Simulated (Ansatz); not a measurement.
A nudged elastic band was laid between two geometries of ClGeH3 + H2O (8 atoms, charge 0, multiplicity 1).

All numbers below come from RKS PBE0/def2-SVP (Ansatz 0.2.0).

| Item | Value |
| --- | --- |
| movable images | 4 |
| climbing image | no |
| spring | 5.0 eV/Å² |
| optimiser | quadratic models (default) |
| start path | through a guess of the saddle point |
| force threshold | 0.05 eV/Å |
| iteration limit | 60 |
| end points | relaxed |

Initial state:

```xyz
8
Properties=species:S:1:pos:R:3
Ge -0.767 -0.812 -0.469
Cl 1.295 -0.747 -1.197
H -1.447 -1.879 -1.342
H -0.733 -1.227 1.001
H -1.389 0.565 -0.717
H 1.479 0.763 0.734
O 0.828 1.261 1.248
H 0.733 2.076 0.742
```

Final state:

```xyz
8
Properties=species:S:1:pos:R:3
Ge -1.026 -0.250 -0.002
Cl 2.720 -0.819 -0.248
H -0.926 -0.630 -1.488
H -0.800 -1.443 0.926
H -2.352 0.472 0.290
H 1.800 0.050 0.126
O 0.319 0.883 0.421
H 0.265 1.737 -0.023
```

Q: Which bonds break or form, and what moves?

A: Bonds broken: Ge1–Cl2, H6–O7. Bonds formed: Ge1–O7, Cl2–H6. ClGeH3 + H2O becomes ClH + GeH4O.

Q: What energy profile does the band end with?

A: It converged. The highest image is number 3 of 0 to 5, 0.91 eV above the first end and 0.51 eV above the last; the last end lies 0.41 eV above the first. No image climbed, so the highest image needn't sit at the top of the path. The orbitals stay closed-shell, which can raise the energy where a bond breaks towards radicals; this wasn't checked here.

```csv
image,path coordinate (Å),energy (eV),Ge1–Cl2 (Å),H6–O7 (Å),Ge1–O7 (Å)
0,0.00,0.00,2.19,0.97,3.13
1,0.88,0.06,2.19,0.97,3.23
2,1.75,0.41,2.23,0.97,2.84
3,2.63,0.91,2.45,1.00,2.15
4,3.51,0.68,3.02,1.40,1.86
5,4.39,0.41,3.80,1.72,1.81
```

Q: What is the geometry of the highest image?

A: 
```xyz
8
Properties=species:S:1:pos:R:3
Ge -0.652 -0.539 -0.112
Cl 1.691 -1.160 -0.436
H -0.882 -0.924 -1.580
H -0.842 -1.584 0.988
H -1.754 0.549 0.141
H 1.430 0.667 0.287
O 0.578 1.081 0.593
H 0.432 1.910 0.118
```

The band took 35 iterations and of the order of 6 core-minutes.

Time of the run: 3.4 min on 2 threads of Intel(R) Xeon(R) Platinum 8488C (Sapphire Rapids), on a shared host, peak memory 0.21 GiB.
